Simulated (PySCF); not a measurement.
C5H6F2O2.
Structure used (GFN2-xTB), in Å, numbered top down from 1:
```xyz
15
C5H6F2O2 angstrom
C     -2.189    0.174   -0.733
C     -1.359    0.749    0.406
O      0.036    0.501    0.218
C      0.491   -0.700    0.565
O     -0.180   -1.583    1.032
C      1.948   -0.842    0.332
C      2.735    0.073   -0.212
F      2.393    1.264   -0.651
F      4.034   -0.101   -0.398
H     -1.834    0.558   -1.687
H     -2.117   -0.910   -0.737
H     -3.229    0.457   -0.600
H     -1.443    1.836    0.446
H     -1.671    0.312    1.360
H      2.381   -1.781    0.637
```

Method used: PBE0/def2-SVPD in PySCF (dipole) on a GFN2-xTB geometry, gas phase.

Masses are those of the commonest isotopes; rigid-rotor values at the optimised geometry. The values belong to one conformer with, in the numbering `[CH3:1][CH2:2][O:3][C:4](=[O:5])[CH:6]=[C:7]([F:8])[F:9]`, C1–C2–O3–C4 -81°, C2–O3–C4–O5 -1°, O3–C4–C6–C7 -3°.

(1) Give the principal moments of inertia and the rotational constants in cm⁻¹.

(2) Classify the top.

(3) What does the inertial defect say?

(4) List the rotational levels J(Ka,Kc) to J = 3 (MHz).

(5) Which lines would a microwave search look for?

(6) Estimate the classical rotational partition function at 10 K, 100 K and 200 K.

Answers

(1) Ia = 148.93, Ib = 563.93, Ic = 671.01 u·Å²; 505379 MHz·u·Å²/I gives 3393, 896.2 and 753.2 MHz, that is A = 0.11319, B = 0.02989, C = 0.02512 cm⁻¹.

(2) An asymmetric top. Ray's parameter κ = (2B − A − C)/(A − C) = -0.892; −1 is the prolate and +1 the oblate limit.

(3) Not planar: Δ = Ic − Ia − Ib = -41.84 u·Å². For a rigid frame Δ = −2 Σ m c², so Σ m c² = 20.92 u·Å² lies off the ab plane: 6.68 from hydrogen and 14.24 from heavier atoms. The atom farthest from that plane is 1.42 Å away.

(4) Above 0(0,0):
J = 1: 1(0,1) 1649, 1(1,1) 4147, 1(1,0) 4290
J = 2: 2(0,2) 4942, 2(1,2) 7302, 2(1,1) 7731, 2(2,1) 15223, 2(2,0) 15229
J = 3: 3(0,3) 9866, 3(1,3) 12032, 3(1,2) 12890, 3(2,2) 20171, 3(2,1) 20201, 3(3,1) 33019, 3(3,0) 33019
The levels of one J sum to (2J + 1)J(J + 1)(A + B + C)/3.

(5) The dipole components are |μa| = 0.34 D, |μb| = 1.35 D, |μc| = 0.08 D. Intensities carry the squares of the components, which stand as 0.06 : 1.00 : 0.00 (a : b : c). Some lines, for components of 0.1 D or more:

```json
{"type": "a", "branch": "Q", "J(Ka,Kc)": "2(1,1) ← 2(1,2)", "MHz": "429", "lower level (cm⁻¹)": "0.244"}
{"type": "a", "branch": "Q", "J(Ka,Kc)": "3(1,2) ← 3(1,3)", "MHz": "858", "lower level (cm⁻¹)": "0.401"}
{"type": "a", "branch": "R", "J(Ka,Kc)": "1(0,1) ← 0(0,0)", "MHz": "1649", "lower level (cm⁻¹)": "0.000"}
{"type": "a", "branch": "R", "J(Ka,Kc)": "2(1,2) ← 1(1,1)", "MHz": "3156", "lower level (cm⁻¹)": "0.138"}
{"type": "a", "branch": "R", "J(Ka,Kc)": "2(0,2) ← 1(0,1)", "MHz": "3293", "lower level (cm⁻¹)": "0.055"}
{"type": "a", "branch": "R", "J(Ka,Kc)": "2(1,1) ← 1(1,0)", "MHz": "3442", "lower level (cm⁻¹)": "0.143"}
{"type": "b", "branch": "R", "J(Ka,Kc)": "1(1,1) ← 0(0,0)", "MHz": "4147", "lower level (cm⁻¹)": "0.000"}
{"type": "b", "branch": "R", "J(Ka,Kc)": "4(0,4) ← 3(1,3)", "MHz": "4372", "lower level (cm⁻¹)": "0.401"}
{"type": "a", "branch": "R", "J(Ka,Kc)": "3(1,3) ← 2(1,2)", "MHz": "4730", "lower level (cm⁻¹)": "0.244"}
{"type": "a", "branch": "R", "J(Ka,Kc)": "3(0,3) ← 2(0,2)", "MHz": "4924", "lower level (cm⁻¹)": "0.165"}
{"type": "a", "branch": "R", "J(Ka,Kc)": "3(2,2) ← 2(2,1)", "MHz": "4948", "lower level (cm⁻¹)": "0.508"}
{"type": "a", "branch": "R", "J(Ka,Kc)": "3(1,2) ← 2(1,1)", "MHz": "5159", "lower level (cm⁻¹)": "0.258"}
{"type": "a", "branch": "R", "J(Ka,Kc)": "4(1,4) ← 3(1,3)", "MHz": "6300", "lower level (cm⁻¹)": "0.401"}
{"type": "a", "branch": "R", "J(Ka,Kc)": "4(2,2) ← 3(2,1)", "MHz": "6652", "lower level (cm⁻¹)": "0.674"}
{"type": "b", "branch": "Q", "J(Ka,Kc)": "3(2,1) ← 3(1,2)", "MHz": "7311", "lower level (cm⁻¹)": "0.430"}
{"type": "b", "branch": "Q", "J(Ka,Kc)": "2(2,0) ← 2(1,1)", "MHz": "7498", "lower level (cm⁻¹)": "0.258"}
{"type": "b", "branch": "R", "J(Ka,Kc)": "4(1,4) ← 3(0,3)", "MHz": "8466", "lower level (cm⁻¹)": "0.329"}
{"type": "b", "branch": "Q", "J(Ka,Kc)": "4(3,1) ← 4(2,2)", "MHz": "12776", "lower level (cm⁻¹)": "0.896"}
{"type": "b", "branch": "Q", "J(Ka,Kc)": "3(3,0) ← 3(2,1)", "MHz": "12818", "lower level (cm⁻¹)": "0.674"}
{"type": "b", "branch": "Q", "J(Ka,Kc)": "3(3,1) ← 3(2,2)", "MHz": "12848", "lower level (cm⁻¹)": "0.673"}
{"type": "b", "branch": "R", "J(Ka,Kc)": "4(2,3) ← 3(1,2)", "MHz": "13874", "lower level (cm⁻¹)": "0.430"}
{"type": "b", "branch": "R", "J(Ka,Kc)": "3(3,0) ← 2(2,1)", "MHz": "17796", "lower level (cm⁻¹)": "0.508"}
```

(6) Point group C1, symmetry number σ = 1; q = (√π/σ)·√((kT/h)³/(ABC)), k/h = 20836.6 MHz/K: 3520 at 10 K, 111000 at 100 K, 315000 at 200 K.

Whether it is a minimum is left open (no frequencies). Zero-point vibration and centrifugal distortion are left out. A rigid rotor knows nothing of internal rotation, which can split or shift real lines.
